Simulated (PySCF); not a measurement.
**Copper: a sound run and one with changed settings**

Sound run: Cu+ [Ar] 3d10, Cu(2+) [Ar] 3d9. All numbers are calculated (PySCF 2.14, the spin-free X2C one-electron Hamiltonian (Gaussian nucleus), in jorge-DZP-DKH). In the sound run the correlated levels freeze [Ar]. The sound run starts from symmetry-adapted Hartree-Fock orbitals and uses a fine grid where one is needed.

Changed run: basis STO-3G, all-electron and non-relativistic. This setting is unsound on purpose.

```csv
species,method,sound run (hartree),changed run (hartree),converged
Cu+,UHF,-1652.79970,-1618.43525,yes
Cu+,BP86,-1654.63762,-1619.69564,yes
Cu+,PBE,-1654.12363,-1619.20287,yes
Cu+,MP2,-1653.08516,-1618.43406,yes
Cu(2+),UHF,-1652.16773,-1619.11464,yes
Cu(2+),BP86,-1653.87272,-1620.30110,yes
Cu(2+),PBE,-1653.36453,-1619.80802,yes
Cu(2+),MP2,-1652.35060,-1619.11687,yes
```

Ionisation energy of Cu+:

```json
{"method": "UHF", "sound run (eV)": "17.197", "changed run (eV)": "-18.487"}
{"method": "BP86", "sound run (eV)": "20.814", "changed run (eV)": "-16.475"}
{"method": "PBE", "sound run (eV)": "20.656", "changed run (eV)": "-16.467"}
{"method": "MP2", "sound run (eV)": "19.988", "changed run (eV)": "-18.580"}
{"method": "SCS-MP2", "sound run (eV)": "19.643", "changed run (eV)": "-18.578"}
```

A minimal basis cannot let orbitals breathe on ionisation and holds almost no correlation. The Hamiltonian changed with the basis, so the totals do not compare. A negative ionisation energy or a positive MP2 energy shows that the occupation asked for is not the lowest one in this basis.

For comparison, NIST gives 20.292 eV between the lowest levels.
